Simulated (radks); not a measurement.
Radial electron density D(r) = 4 pi r^2 rho(r) of an atom or ion with 16 electrons. Calculated with a radial shooting solver on a logarithmic mesh with Libxc functionals: scalar-relativistic Kohn-Sham, exchange-only PBE, spin-polarised, spherical densities, point nucleus.

```
   r/bohr * D(r) (the largest magnitude, 20.9, reaches the edge; | marks zero)
 0.005578 |  *
  0.00738 |     *
 0.009764 |        *
  0.01292 |             *
  0.01709 |                    *
  0.02244 |                            *
  0.02969 |                                      *
  0.03928 |                                                *
  0.05197 |                                                     *
  0.06877 |                                                     *
  0.09099 |                                              *
   0.1204 |                                       *
    0.158 |                                      *
   0.2091 |                                              *
   0.2766 |                                                      *
    0.366 |                                                 *
   0.4843 |                               *
   0.6408 |              *
   0.8479 |          *
    1.113 |           *
    1.473 |        *
    1.948 |   *
    2.578 |*
    3.411 *
    4.513 |*
    5.971 *
    7.838 *
    10.37 *
    13.72 *
```

What is the nuclear charge?

Answer. Z = 18. The innermost maximum, from 1s, lies near gamma/Z bohr with gamma = sqrt(1 - (Z/c)^2) = 0.991, here 0.0551 bohr (found: 0.0586), and its height grows with Z. The density is that of the argon ion Ar2+ in [Ne] 3s1 3p4 4f1; the configuration itself is not fixed sharply by these data, and Z only to about a unit. D(r) has 4 maxima, at r = 0.0586, 0.290, 1.13, 4.97 bohr, and minima at 0.141, 0.834, 3.52 bohr, inside which lie 2.18, 10.43, 15.13 electrons.
